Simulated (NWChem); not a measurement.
System: HSO₃ cation; SMILES O=S(=O)=[OH+]

NWChem input:

```
start job
memory heap 200 mb stack 900 mb global 1100 mb
charge 1
geometry units angstroms noautoz
  O     -1.453718     0.171167     0.000000
  S     -0.046962    -0.096839     0.000000
  O      0.702811    -1.310277     0.000000
  O      0.894695     1.146257     0.000000
  H      0.416627     2.018030     0.000000
end
basis spherical
  O library def2-tzvp
  S library def2-tzvp
  H library def2-tzvp
end
dft
  xc xpbe96 cpbe96
  iterations 150
  mulliken
end
task dft energy
```

NWChem printed, in part:

```
             Northwest Computational Chemistry Package (NWChem) 7.3.0
             --------------------------------------------------------

 CS  symmetry detected

                             Geometry "geometry" -> ""
                             -------------------------

 Output coordinates in angstroms (scale by  1.889725989 to convert to a.u.)

  No.       Tag          Charge          X              Y              Z
 ---- ---------------- ---------- -------------- -------------- --------------
    1 O                    8.0000    -0.62037111     1.34600753     0.00000000
    2 S                   16.0000    -0.12842939     0.00109749     0.00000000
    3 O                    8.0000    -0.78508729    -1.26515356     0.00000000
    4 O                    8.0000     1.42174180    -0.16912249     0.00000000
    5 H                    1.0000     1.92460302     0.68858829     0.00000000

 Effective nuclear repulsion energy (a.u.)     189.2740425484

      Symmetry information
      --------------------

 Group name             Cs
 Group number              2
 Group order               2
 No. of unique centers     5

  pbe96 is a nonlocal functional; adding pw91lda local functional.

                                 NWChem DFT Module
                                 -----------------

 Summary of "ao basis" -> "ao basis" (spherical)
 ------------------------------------------------------------------------------
       Tag                 Description            Shells   Functions and Types
 ---------------- ------------------------------  ------  ---------------------
 O                         def2-tzvp                11       31   5s3p2d1f
 S                         def2-tzvp                13       37   5s5p2d1f
 H                         def2-tzvp                 4        6   3s1p

      Symmetry analysis of basis
      --------------------------

        a'         93
        a"         43

            General Information
            -------------------
          SCF calculation type: DFT
          Wavefunction type:  closed shell.
          No. of atoms     :     5
          No. of electrons :    40
           Alpha electrons :    20
            Beta electrons :    20
          Charge           :     1
          Spin multiplicity:     1
          Use of symmetry is: on ; symmetry adaption is: on
          Maximum number of iterations: 150
          AO basis - number of functions:   136
                     number of shells:    50
          Convergence on energy requested:  1.00D-06
          Convergence on density requested:  1.00D-05
          Convergence on gradient requested:  5.00D-04

              XC Information
              --------------
          PerdewBurkeErnzerhof Exchange Functional  1.000
            Perdew 1991 LDA Correlation Functional  1.000 local
           PerdewBurkeErnz. Correlation Functional  1.000 non-local

             Grid Information
             ----------------
          Grid used for XC integration:  medium
          Radial quadrature: Mura-Knowles
          Angular quadrature: Lebedev.
          Tag              B.-S. Rad. Rad. Pts. Rad. Cut. Ang. Pts.
          ---              ---------- --------- --------- ---------
          O                   0.60       49          10.0       434
          S                   1.00       88           8.0       590
          H                   0.35       45           9.0       434
          Grid pruning is: on
          Number of quadrature shells:   280
          Spatial weights used:  Erf1

      Superposition of Atomic Density Guess
      -------------------------------------

 Sum of atomic energies:        -622.33223228

 Renormalizing density from      41.00 to     40

      Non-variational initial energy
      ------------------------------

 Total energy =    -614.160791
 1-e energy   =   -1205.830894
 2-e energy   =     402.396060
 HOMO         =      -0.830464
 LUMO         =      -0.457114

      Symmetry analysis of molecular orbitals - initial
      -------------------------------------------------

  Numbering of irreducible representations:

     1 a'          2 a"

  Orbital symmetries:

     1 a'          2 a'          3 a'          4 a'          5 a'
     6 a'          7 a'          8 a"          9 a'         10 a'
    11 a'         12 a'         13 a'         14 a"         15 a'
    16 a'         17 a'         18 a"         19 a"         20 a'
    21 a"         22 a'         23 a'         24 a'         25 a'
    26 a'         27 a"         28 a'         29 a'         30 a"

     ---------------------------------------------
      Total Density - Mulliken Population Analysis
     ---------------------------------------------

    Atom       Charge   Shell Charges
 -----------   ------   -------------------------------------------------------
    1 O    8     8.50   0.80  1.18  0.65  0.98  0.27  1.96  2.02  0.60  0.00  0.03  0.00
    2 S   16    14.11   2.01  0.50  1.48  0.94  0.35  4.23  1.65  0.76  1.30  0.23  0.24  0.34  0.08
    3 O    8     8.50   0.80  1.18  0.65  0.98  0.27  1.97  2.02  0.60  0.00  0.03  0.00
    4 O    8     8.45   0.80  1.18  0.62  0.95  0.22  1.97  2.07  0.61  0.00  0.02  0.00
    5 H    1     0.45   0.16  0.21  0.03  0.03

   convergence    iter        energy       DeltaE   RMS-Dens  Diis-err
 ---------------- ----- ----------------- --------- --------- ---------
 d= 0,ls=0.0,diis     1   -623.6162006414 -8.13D+02  1.32D-02  3.07D+00
 d= 0,ls=0.0,diis     2   -622.8001272984  8.16D-01  1.18D-02  1.06D+01
 d= 0,ls=0.0,diis     3   -623.6950964911 -8.95D-01  4.57D-03  1.20D+00
 d= 0,ls=0.0,diis     4   -623.7372092393 -4.21D-02  2.40D-03  6.89D-01
 d= 0,ls=0.0,diis     5   -623.7975301825 -6.03D-02  1.05D-03  2.97D-02
  Resetting Diis
 d= 0,ls=0.0,diis     6   -623.7943629206  3.17D-03  6.36D-04  6.33D-02
 d= 0,ls=0.0,diis     7   -623.8004572148 -6.09D-03  1.99D-04  2.43D-04
 d= 0,ls=0.0,diis     8   -623.8002000877  2.57D-04  1.47D-04  2.84D-03
 d= 0,ls=0.0,diis     9   -623.8004821800 -2.82D-04  3.08D-05  4.08D-05
 d= 0,ls=0.0,diis    10   -623.8004831409 -9.61D-07  1.52D-05  3.29D-05
 d= 0,ls=0.0,diis    11   -623.8004862940 -3.15D-06  2.66D-06  5.87D-07
 d= 0,ls=0.0,diis    12   -623.8004863448 -5.08D-08  6.50D-07  6.66D-08

         Total DFT energy =     -623.800486344824
      One electron energy =    -1223.724431995531
           Coulomb energy =      461.788480232147
    Exchange-Corr. energy =      -51.138577129841
 Nuclear repulsion energy =      189.274042548401

 Numeric. integr. density =       39.999997142820

                  Occupations of the irreducible representations
                  ----------------------------------------------

                     irrep           alpha         beta
                     --------     --------     --------
                     a'               16.0         16.0
                     a"                4.0          4.0

                       DFT Final Molecular Orbital Analysis
                       ------------------------------------

 Vector   18  Occ=2.000000D+00  E=-6.381401D-01  Symmetry=a"
              MO Center=  7.7D-01,  2.9D-02,  6.3D-15, r^2= 1.9D+00
   Bfn.  Coefficient  Atom+Function         Bfn.  Coefficient  Atom+Function
  ----- ------------  ---------------      ----- ------------  ---------------
   107      0.412924  4 O  pz               110      0.350425  4 O  pz
   113      0.209571  4 O  pz                 8     -0.204794  1 O  pz
    11     -0.171004  1 O  pz                76     -0.141632  3 O  pz
    79     -0.116502  3 O  pz                14     -0.087383  1 O  pz
    60     -0.083584  2 S  d  1              55     -0.077143  2 S  d  1

 Vector   19  Occ=2.000000D+00  E=-6.242774D-01  Symmetry=a"
              MO Center= -6.3D-01, -8.2D-02, -3.5D-15, r^2= 2.1D+00
   Bfn.  Coefficient  Atom+Function         Bfn.  Coefficient  Atom+Function
  ----- ------------  ---------------      ----- ------------  ---------------
    76      0.352506  3 O  pz                 8     -0.318833  1 O  pz
    79      0.291256  3 O  pz                11     -0.263625  1 O  pz
    82      0.154366  3 O  pz                14     -0.143893  1 O  pz
    58     -0.113249  2 S  d -1              53     -0.109305  2 S  d -1
   107     -0.039289  4 O  pz               110     -0.033023  4 O  pz

 Vector   20  Occ=2.000000D+00  E=-5.974539D-01  Symmetry=a'
              MO Center= -4.1D-01,  7.9D-02,  6.2D-15, r^2= 2.4D+00
   Bfn.  Coefficient  Atom+Function         Bfn.  Coefficient  Atom+Function
  ----- ------------  ---------------      ----- ------------  ---------------
     6      0.310073  1 O  px                 9      0.255228  1 O  px
    74     -0.247892  3 O  px                75      0.205760  3 O  py
    77     -0.204552  3 O  px                78      0.169808  3 O  py
     7      0.149567  1 O  py               106     -0.150275  4 O  py
    12      0.147161  1 O  px                10      0.127090  1 O  py

 Vector   21  Occ=0.000000D+00  E=-4.159531D-01  Symmetry=a'
              MO Center= -1.9D-02,  6.7D-03, -2.3D-14, r^2= 2.1D+00
   Bfn.  Coefficient  Atom+Function         Bfn.  Coefficient  Atom+Function
  ----- ------------  ---------------      ----- ------------  ---------------
    36      1.095623  2 S  s                 35      0.344182  2 S  s
    34     -0.262383  2 S  s                  7      0.230785  1 O  py
    75     -0.219733  3 O  py               105      0.217207  4 O  px
    73     -0.208821  3 O  s                 10      0.200607  1 O  py
   108      0.192390  4 O  px               104     -0.190892  4 O  s

 Vector   22  Occ=0.000000D+00  E=-4.088695D-01  Symmetry=a"
              MO Center= -1.7D-01,  3.8D-03,  2.4D-14, r^2= 2.0D+00
   Bfn.  Coefficient  Atom+Function         Bfn.  Coefficient  Atom+Function
  ----- ------------  ---------------      ----- ------------  ---------------
    48      0.542491  2 S  pz                51      0.303540  2 S  pz
     8     -0.272706  1 O  pz                76     -0.272679  3 O  pz
    11     -0.231121  1 O  pz                79     -0.230218  3 O  pz
    45      0.225876  2 S  pz                14     -0.199696  1 O  pz
   107     -0.198691  4 O  pz                82     -0.197581  3 O  pz

 Vector   23  Occ=0.000000D+00  E=-2.415855D-01  Symmetry=a'
              MO Center=  1.4D+00,  5.9D-01, -4.1D-17, r^2= 3.1D+00
   Bfn.  Coefficient  Atom+Function         Bfn.  Coefficient  Atom+Function
  ----- ------------  ---------------      ----- ------------  ---------------
   133      0.992352  5 H  s                104     -0.625001  4 O  s
   132      0.404352  5 H  s                 36     -0.323842  2 S  s
    46      0.250199  2 S  px               103     -0.236542  4 O  s
   112     -0.236811  4 O  py                49      0.190364  2 S  px
   111     -0.171449  4 O  px               109     -0.163297  4 O  py

     ---------------------------------------------
      Total Density - Mulliken Population Analysis
     ---------------------------------------------

    Atom       Charge   Shell Charges
 -----------   ------   -------------------------------------------------------
    1 O    8     8.10   0.79  1.17  0.64  0.96  0.30  1.82  1.76  0.61  0.00  0.04  0.00
    2 S   16    15.06   2.01  0.47  1.48  1.07  0.33  4.18  1.66  0.93  1.64  0.26  0.37  0.57  0.09
    3 O    8     8.08   0.79  1.17  0.64  0.96  0.30  1.81  1.76  0.59  0.00  0.04  0.00
    4 O    8     8.18   0.79  1.18  0.61  0.96  0.24  1.87  1.88  0.61  0.00  0.03  0.00
    5 H    1     0.58   0.23  0.29  0.02  0.04

     -------------------------------------------
      Total Density - Lowdin Population Analysis
     -------------------------------------------

    Atom       Charge   Shell Charges
 -----------   ------   -------------------------------------------------------
    1 O    8     8.03   0.88  1.09  0.60  0.67  0.36  1.68  1.82  0.86  0.00  0.08  0.01
    2 S   16    15.23   1.99  0.83  1.10  0.60  0.30  3.90  1.87  0.94  1.36  0.60  0.35  1.12  0.26
    3 O    8     8.00   0.88  1.09  0.60  0.67  0.36  1.68  1.81  0.84  0.00  0.08  0.01
    4 O    8     7.99   0.87  1.09  0.57  0.62  0.31  1.73  1.86  0.87  0.00  0.07  0.00
    5 H    1     0.74   0.22  0.29  0.09  0.14

     Multipole analysis of the density
     ---------------------------------

     L   x y z        total         alpha         beta         nuclear
     -   - - -        -----         -----         ----         -------
     0   0 0 0      1.000000    -20.000000    -20.000000     41.000000

     1   1 0 0      1.080146      0.540073      0.540073      0.000000
     1   0 1 0      0.556351      0.278176      0.278176     -0.000000
     1   0 0 1      0.000000      0.000000      0.000000      0.000000

     2   2 0 0    -13.972075    -57.246232    -57.246232    100.520388
     2   1 1 0      2.535434      0.079856      0.079856      2.375723
     2   1 0 1     -0.000000     -0.000000     -0.000000      0.000000
     2   0 2 0    -18.493171    -59.244683    -59.244683     99.996196
     2   0 1 1      0.000000      0.000000      0.000000      0.000000
     2   0 0 2    -17.947907     -8.973953     -8.973953      0.000000
```

Level: PBE/def2-TZVP. All runs use the structure optimised with B3LYP/6-31G* (spherical d).
